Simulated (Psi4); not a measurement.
Relaxed torsion scan: SMILES c1cccc(C=Cc2ccco2)c1. Scanned: dihedral C1–C2–C3–O7; all other coordinates were relaxed at GFN2-xTB. Points at φ and −φ are mirror images. Heavy atoms are numbered in the order of the SMILES C(=Cc1ccco1)c1ccccc1, hydrogens after them in the order of the atoms that carry them; the mirror image has the same energies with the sign of each dihedral reversed.

Methods: PBE/def2-SVP // GFN2-xTB (Psi4); PBE0-D3(BJ)/def2-SVP // GFN2-xTB (Psi4); PBE-D3(BJ)/def2-SVP // GFN2-xTB (Psi4).

Energies relative to the lowest point of each profile, in kcal/mol:

| φ / ° | PBE/def2-SVP | PBE0-D3(BJ)/def2-SVP |
|---|---|---|
| -165 | 1.6 | 1.6 |
| -150 | 2.6 | 2.5 |
| -135 | 4.4 | 3.9 |
| -120 | 6.5 | 5.8 |
| -45 | 4.6 | 4.3 |
| -30 | 2.2 | 2.1 |
| -15 | 0.6 | 0.5 |
| 0 | 0.0 | 0.0 |
| 60 | 7.3 | 6.7 |
| 75 | 9.3 | 8.5 |
| 105 | 8.6 | 7.7 |
| 165 | 1.6 | 1.6 |

Q: Predict the corresponding PBE-D3(BJ)/def2-SVP column.

A: -165: 1.5; -150: 2.6; -135: 4.3; -120: 6.5; -45: 4.6; -30: 2.2; -15: 0.6; 0: 0.0; 60: 7.3; 75: 9.3; 105: 8.6; 165: 1.5 (kcal/mol).
